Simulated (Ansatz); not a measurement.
Reactions of CH5FSSi (`FC[SiH2]S`).

Calculated with Ansatz (gas phase, PBE0-D4/def2-TZVP geometries, no zero-point term in ΔE). CCSD(T)/CBS adds triple-zeta CCSD(T) − MP2 to the extrapolated MP2 energy (def2 sets, frozen cores). This one scheme is used for every species, atoms too. Open shells (•) are unrestricted, without spin–orbit coupling. Spin–orbit coupling would lower the free atoms: a little for C, F, S, Si. Bonds to Br are less sure, by a few kJ/mol each and by 10 to 20 or more in all where they break to atoms, as the def2 sets lack core-valence functions. Scalar relativity is left out up to krypton. One conformer a species, not always the lowest.

Task: Order these by ΔE at CCSD(T)/CBS, lowest first. (Estimate.)
A. `FC[SiH2]S` + HBr → `FC[SiH2]Br` + H₂S
B. `FC[SiH2]S` + H₂O → `OC[SiH2]S` + H–F
C. `FC[SiH2]S` → `F[SiH2]CS`
D. `FC[SiH2]S` + `N[SiH3]` → `[SiH3]N[SiH2]S` + `CF`
E. `FC[SiH2]S` + H–F → `FC[SiH2]F` + H₂S
F. `FC[SiH2]S` → C• + F• + 5 H• + S• + Si•
G. `FC[SiH2]S` → `[CH2]F`• + `[SiH2]S`•
H. `FC[SiH2]S` → `CF` + `[SiH]S`

Result: C (-32.5 kcal/mol), D (-21.0 kcal/mol), E (-16.4 kcal/mol), A (-9.0 kcal/mol), B (-1.0 kcal/mol), H (+34.4 kcal/mol), G (+86.0 kcal/mol), F (+711.9 kcal/mol).

Largest T1 diagnostic: 0.016, for `[SiH]S`.
